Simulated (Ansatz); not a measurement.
Two shapes of singlet BeH₂.

Shape 1:

```xyz
3

H     0.0167   -0.0469   -1.3340
Be    0.0020    0.0104   -0.0489
H    -0.0145    0.0393    1.3664
```

Shape 2:

```xyz
3

H     0.0040    0.0079   -1.3437
Be    0.0069    0.0008   -0.0073
H     0.0003   -0.0058    1.3472
```

Basis set: STO-3G (spherical functions). All electrons are correlated. Charge 0, multiplicity 1.

Computed with Ansatz (development build ahead of 0.2.0); each method stands on the lowest determinant of its kind that the runs found.

(1) Which shape is lower in energy, and by how much in each method?

Results:

(1)

```
 method  E(2) − E(1) (eV)
    RHF            -0.091
RHF-MP2            -0.085
```

Shape 2 is lower.
